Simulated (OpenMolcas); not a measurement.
# Levels of Se²⁺ by method

```yaml
Program: OpenMolcas 26.06
Basis: ANO-RCC-VTZP [6s5p3d1f]
Scalar_Hamiltonian: DKH2, point nucleus
Active_space: 2 electrons in 3 orbitals (4p)
State_averaging: 2S+1 = 3 even, 3 roots; 2S+1 = 1 even, 6 roots
Spin-orbit_coupling: state interaction with AMFI integrals over the reference wave functions, term energies averaged over their components
```

Methods on the same reference wave functions:
A. CASSCF
B. SS-CASPT2, IPEA 0.25 Eh, imaginary shift 0.1 Eh (closed shells correlated: 3d 4s)
C. XMS-CASPT2, IPEA 0.25 Eh, imaginary shift 0.1 Eh (closed shells correlated: 3d 4s)

Energies in cm-1 above 4s2 4p2 3P0, the measured ground level; measured values from Moore, Atomic Energy Levels, vol. II, NSRDS-NBS 35 (1971 reprint of NBS Circular 467, 1952).

```csv
Level,A,B,C,Measured
4s2 4p2 3P0,0.0,0.0,0.0,0.0
4s2 4p2 3P1,1490,1553,1551,1741
4s2 4p2 3P2,3606,3610,3600,3937
4s2 4p2 1D2,15447,13080,12900,13032
4s2 4p2 1S0,34196,28690,28810,
```

Deviations, from unrounded energies. A percentage is the sum of absolute deviations over the sum of measured energies, with the sign that they share, or ± where signs differ.

| Against measurement | Levels | A | B | C |
| --- | --- | --- | --- | --- |
| mean absolute deviation (cm-1) | 3 | 1000 | 190 | 220 |
| fine structure of the ground term (%) | 2 | -10.3 | -9.1 | -9.3 |
| other terms of the ground configuration (%) | 1 | +18.5 | +0.3 | -1.0 |

B lies closest to measurement on these levels and A furthest from it. The largest miss of B in the table is 4s2 4p2 3P2, by -330 cm-1. The ranking rests on the paired levels alone, and a cruder setting can come out closer through cancelling errors.

Between B and C the level of the table that moves most is 4s2 4p2 1D2, by 180 cm-1 (lowest in C, highest in B). Moves below CASPT2's spread within the term are not significant.

The mean deviations of B to C differ by less than CASPT2's widest spread within a term (380 cm-1), so their order carries little weight.

From A to B the spin-free energies of the other terms of 4s2 4p2 shown, above 3P, scale by factors of 0.80 to 0.82.

The lowest spin-free term lies below A's lowest term by 0.107 hartree in B, 0.111 hartree in C.

CASPT2 does not keep the components of a term degenerate, so their means are used; among the terms shown or strongly mixed into the levels shown the widest spread is 380 cm-1 (4s2 4p2 1D, C). With the s shell closed, the reference lacks s² → p² mixing. Measured partners are found by configuration, term and J. A level has none where our copy of the source lacks it or the pairing is in doubt (some pairs that miss far off the trend of their configuration count as doubtful), and it then counts in no deviation. Only configurations of the active space appear.
